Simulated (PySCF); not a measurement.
# Structure from NMR data

Molecular formula: C5H12Si3. Simulated spectra:

¹H NMR (400 MHz, computed): δ 6.58 (m, 1H), 6.47 (m, 1H), 6.38 (m, 1H), 4.54 (m, 1H), 4.20 (m, 1H), 3.58 (s, 3H), 2.19 (s, 1H), 0.44 (s, 3H).

¹³C{¹H} NMR (computed): δ 145.6 (CH2), 139.0 (CH), 107.6 (CH), 91.0 (C), -1.4 (CH3).

PySCF 2.14.0 with density-fitted response routines calculation with geometry from GFN2-xTB and σ from GIAO-PBE0/pcSseg-1; isolated molecule, equivalent nuclei averaged, no relativistic terms, one computed conformer.

References, each an isolated molecule treated in the same way: TMS for ¹H, ¹³C.

Which of these isomers gave the spectra?
A. C[Si@@H]1C[SiH2][C@H]1C#C[SiH3]
B. C#CC1[SiH2]C[SiH2]C[SiH2]1
C. C#C[Si@@](C)([SiH3])[SiH2]C=C

Answers

C. 

- Rings plus π bonds: 3 (no ring in the answer).
- 5 carbon signals for 5 carbons: no two carbons are equivalent.
- Carbon types of the structure: 1 × C, 2 × CH, 1 × CH2, 1 × CH3, leaving 5 H on heteroatoms.
- δC 145.6: terminal =CH2 carbon; an sp2 carbon of a C=C bond.
- δC 139.0: alkene CH; the olefinic region.
- δC 107.6: terminal alkyne carbon.
- δC 91.0: alkyne carbon; the triple bond shields along its axis, which puts it between sp3 and sp2 carbons.
- δC -1.4: methyl carbon bonded to Si; an electropositive neighbour leaves it electron-rich and shielded.

The others: C#CC1[SiH2]C[SiH2]C[SiH2]1 would give 4 carbon signals, not 5; C[Si@@H]1C[SiH2][C@H]1C#C[SiH3] has carbons computed at 119.3, 75.4, 11.0, 0.1, -3.7, with a different DEPT pattern.

Shifts are as computed. Against solution values, carbons near 30 ppm lie about +3 ppm off and those near 130 ppm about +5 ppm. Of 1309 compounds with measured shifts, 239 miss one by over three times the rms of a fit or turn the order of signals round; such compounds aren't used in these exercises. Multiplicities follow the n + 1 count of equivalent neighbours, as no J values were calculated; m marks all less simple cases, F and P coupling included.
